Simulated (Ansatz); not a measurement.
# AgF (SMILES [F][Ag]): entropy by statistical mechanics

A linear singlet with charge 0, relaxed at wB97M-V/def2-TZVPD (core potential) (Ansatz 0.2.0):

```xyz
2

F     0.8661   -0.3365    0.4287
Ag   -0.8366    0.2763   -0.4246
```

Harmonic wavenumbers in cm⁻¹: 497.

Masses in u: F 18.998, Ag 107.868. Take T = 298.15 K, p = 1 bar, R = 8.3145 J/(mol K), kT/hc = 207.22 cm⁻¹, rigid rotor and harmonic oscillator.

Q: Work out S° at 298 K.

A: 
1. Translation (Sackur–Tetrode): S = R[3/2 ln M + 5/2 ln T − 1.1517] with M = 126.866 gives 169.3 J/(mol K).
2. Rotation: the moment of inertia is 64.658 u Å², so B = 16.8576/I = 0.2607 cm⁻¹; σ = 1; q = kT/(σhcB) = 794.9; S = R(ln q + 1) = 63.8.
3. Vibration: with u = ν̃/207.22, each mode gives R[u/(eᵘ − 1) − ln(1 − e⁻ᵘ)]; the sum is 2.8, most from 497 cm⁻¹ (2.8).
4. Electronic: R ln 1 = 0.0, from the spin multiplicity alone.
5. Sum: 169.3 + 63.8 + 2.8 + 0.0 = 235.9 J/(mol K).

No measured value is set beside it here.
